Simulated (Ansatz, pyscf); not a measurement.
`[CH2]=[CH][ClH+]` -> `[CH3][CH+][Cl]`, a hydrogen shift on the singlet surface: Cl–H broken, C–H formed. Structures and frequencies: ωB97X-D3(BJ)/def2-SVP in PySCF. Wave-function energies: Ansatz (an electronic-structure program), frozen core, RHF or UHF references. In kJ/mol, from the reactant's lowest minimum found.

```tsv
level	barrier	reaction energy
r²SCAN/def2-TZVP	91.56	-95.08
B3LYP-D3(BJ)/def2-TZVP	102.69	-90.37
CCSD(T)/cc-pV(D+d)Z	111.20	-87.38
CCSDT(Q)/cc-pV(D+d)Z	110.12	-87.40
CCSD(T)/cc-pV(T+d)Z	109.14	-81.89
CCSD(T)/cc-pV(Q+d)Z	109.15	-81.04
```

In cc-pV(D+d)Z, going from CCSD(T) to CCSDT(Q) shifts the barrier by -1.07 and the reaction energy by -0.02 kJ/mol. With HF in the quadruple-zeta basis and the correlation energy extrapolated as X⁻³ from X = 3, 4, CCSD(T) gives 108.97 and -80.57; adding the double-zeta shift gives ΔE‡ = 107.89 and ΔE = -80.58 kJ/mol, without core correlation, relativity or geometry relaxation at these levels. This is the saddle that the search found; another between the same sides may lie lower.
